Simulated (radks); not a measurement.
Results of a calculation; reference values are marked as such.
Q: Excited configurations of B: one electron is placed in a higher orbital outside [He] 2s2. The ground configuration is [He] 2s2 2p1. Level of theory: scalar-relativistic Kohn-Sham, r2SCAN, spin-polarised, spherical densities, finite nucleus; open shells are filled with parallel spins first; meta-GGA in the generalised Kohn-Sham scheme; Fermi nuclear charge, rms radius 2.406 fm (a radial shooting solver on a logarithmic mesh with Libxc functionals). Excitation = E - E(ground); binding = E(ion) - E, where the ion is the core of charge +1; n* = 1/sqrt(2 binding) in atomic units, and the quantum defect is n - n*.

| outer orbital | excitation (eV) | binding (eV) | n* | quantum defect | eigenvalue (eV) | <r> (bohr) |
|---|---|---|---|---|---|---|
| 3s | 5.021 | 3.285 | 2.035 | 0.965 | -2.032 | 6.380 |
| 3p | 5.946 | 2.361 | 2.401 | 0.599 | -1.363 | 7.927 |
| 4s | 6.809 | 1.497 | 3.014 | 0.986 | -0.943 | 13.82 |

Estimate the row for 7f.

A: excitation (eV) 7.987; binding (eV) 0.319; n* 6.531; quantum defect 0.469; eigenvalue (eV) -0.207; <r> (bohr) 65.32. The Delta-SCF ionisation energy is 8.306 eV (NIST Atomic Spectra Database: 8.298 eV, measured). Self-interaction in the functional shifts the binding energies and quantum defects, so they are the method's values and not measured ones. Open shells are spherical and high-spin; term and fine-structure splittings are not resolved.
